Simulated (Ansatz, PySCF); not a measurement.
Process, species as SMILES: C=COC(=C)F + 3 C (CH4) + O (H2O) → 2 C=C (C2H4) [ethene] + CF (CH3F) [fluoromethane] + 2 CO (CH4O) [methanol]
Each molecule is optimised on its own at B3LYP-D3(BJ)/def2-TZVP (Ansatz, a program for electronic structure), one conformer each, not searched for the lowest. Frequencies are from Ansatz or PySCF.

Wanted: bond separation energy (0 K, with B3LYP-D3(BJ) harmonic zero-point energies), in kcal/mol. Valence correlation only, unless marked. Spin-orbit coupling is left out. Non-relativistic. CBS(X,Y): correlation extrapolated as X^-3; Hartree-Fock from the larger set. [CCSD(T)-MP2]/basis is that difference in the basis named.

RI-MP2/CBS(cc-pVTZ,cc-pVQZ)+[CCSD(T)-MP2]/cc-pVTZ (Ansatz) gives 35.8 kcal/mol.

Another calculation gave 33.0 kcal/mol. Which level was it?
A. r2SCAN/def2-TZVPD (Ansatz)
B. B2PLYP/def2-TZVPD (Ansatz)
C. BHLYP/def2-TZVPD (Ansatz)
D. HF/def2-TZVPD (PySCF)

C, BHLYP/def2-TZVPD (Ansatz). The others give 35.6 (B2PLYP), 41.6 (r2SCAN), 27.9 (HF) kcal/mol.
